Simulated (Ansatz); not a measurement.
C$_{4}$H$_{11}$Ga (`CC(C)[CH2][GaH2]`). The species carries charge 0 and has multiplicity 1.

| atom | x (Å) | y (Å) | z (Å) |
| --- | --- | --- | --- |
| C1 | -0.0354 | -1.4203 | 0.8062 |
| C2 | 0.2152 | 0.0805 | 0.8047 |
| C3 | -1.0957 | 0.8508 | 0.8636 |
| C4 | 1.0568 | 0.5042 | -0.3963 |
| Ga5 | 0.3084 | 0.1977 | -2.2010 |
| H6 | -0.5888 | -1.7309 | 1.6962 |
| H7 | -0.6257 | -1.7171 | -0.0675 |
| H8 | 0.9038 | -1.9799 | 0.7839 |
| H9 | 0.7801 | 0.3211 | 1.7161 |
| H10 | -1.7179 | 0.6269 | -0.0096 |
| H11 | -0.9214 | 1.9301 | 0.8851 |
| H12 | -1.6733 | 0.5874 | 1.7535 |
| H13 | 2.0319 | -0.0005 | -0.3812 |
| H14 | 1.2939 | 1.5749 | -0.3424 |
| H15 | 1.1686 | 0.6313 | -3.4483 |
| H16 | -1.1006 | -0.4561 | -2.4630 |

Task: List the harmonic frequencies (cm⁻¹, unscaled) at PBE0-D4/def2-TZVP in Ansatz. (An estimate is asked.)

Result: Ansatz gave: 85, 121, 140, 243, 263, 342, 357, 412, 474, 506, 615, 720, 767, 821, 925, 971, 990, 1041, 1048, 1205, 1223, 1226, 1346, 1364, 1394, 1404, 1430, 1477, 1485, 1497, 1499, 1941, 1945, 3000, 3023, 3031, 3035, 3059, 3101, 3105, 3114, 3116.

Task: Is this a minimum?

Result: Yes, all 42 modes are real.

Task: Give the ideal-gas thermochemistry at 298.15 K and 1 bar (rigid rotor, harmonic oscillator; point group Cs, symmetry number 1).

Result: Zero-point energy 352.1 kJ/mol; H(298) − E = 375.9 kJ/mol; entropy 366.8 J/(mol·K), of which translation 169.5, rotation 115.3, vibration 82.0; G(298) − E = 266.5 kJ/mol. Modes under 100 cm⁻¹ are hindered rotations or soft bends, so the harmonic entropy is rough.

Task: Rotational constants (cm⁻¹)?

Result: 0.1839, 0.05386, 0.05078.
